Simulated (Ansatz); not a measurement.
Gas-phase electronic energies from Ansatz, PBE0-D4/def2-TZVP geometries. CCSD(T)/CBS is the MP2 limit (def2-TZVPP, def2-QZVPP) plus CCSD(T) − MP2 in def2-TZVPP, frozen cores. This one scheme is used for every species. Functionals use def2-TZVPP. One conformer a species, not always the lowest.

`C=C[SiH](F)C=C` → `C=CC=C` + `F[SiH]`  (silylene formation by 1,1-elimination)

```csv
level,ΔE (kcal/mol),difference from CCSD(T)/CBS
LDA (SPW92),54.4,1.0
BLYP-D4,46.5,-6.9
r2SCAN0-D4,57.3,3.9
ωB97X-V,55.1,1.7
PBE,47.6,-5.8
BHLYP,50.9,-2.5
CAM-B3LYP,50.2,-3.2
HF/def2-SVP,48.9,-4.5
SCS-MP2/def2-TZVPP,53.3,-0.1
MP2/CBS(def2),57.3,3.9
CCSD(T)/CBS,53.4,0
```

Largest T1 diagnostic among the species: 0.015.

From PBE to PBE0 (25 % exact exchange), in def2-TZVPP and without D4, ΔE moves by +4.1 kcal/mol. Leaving LDA and LC-ωPBE aside and taking each functional with its dispersion term where it has one, the values spread over 10.7 kcal/mol, from BLYP-D4 to r2SCAN0-D4. LDA lies +6.7 kcal/mol from PBE without D4.

CCSD(T)/CBS has its own doubt, a few kJ/mol and more with outer-core shells, so smaller differences from it don't rank the levels.
